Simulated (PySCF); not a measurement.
A structure optimised at PBE-D3(BJ)/def2-SVP, used in a PySCF frequency run:

```xyz
10

Se    -0.8003    -0.1079     0.5108
C     -0.8081     1.8381     0.3885
H     -1.8544     2.1567     0.5719
H     -0.4917     2.1730    -0.6173
H     -0.1507     2.2614     1.1708
O      1.0281    -0.3361     0.3090
Si     1.5178    -0.6471    -1.2890
H      0.9509    -1.9394    -1.8111
H      3.0161    -0.7358    -1.2228
H      1.1135     0.4723    -2.2139
```
Charge 0, spin multiplicity 1.

Question: Write its SMILES and formula.

Answer: C[Se]O[SiH3], CH₆OSeSi

Question: What are its rotational constants (standard atomic weights)?

Answer: 7.4303, 1.9521, 1.7240 GHz
